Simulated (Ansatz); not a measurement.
**Question.** Name a neutral molecule of Br, Cl, Si with size of the dipole moment (ωB97M-V/def2-TZVPP) between 1.00 and 1.30 D and HOMO energy (ωB97M-V/def2-TZVPP) between -9.75 and -9.45 eV (Ansatz, PBE0-D4/def2-TZVP geometry).

**Answer.** `Cl[Si]Br` (1.11 D, -9.65 eV). Other molecules can fit too; these were computed, each in one conformer that needn't be the lowest.
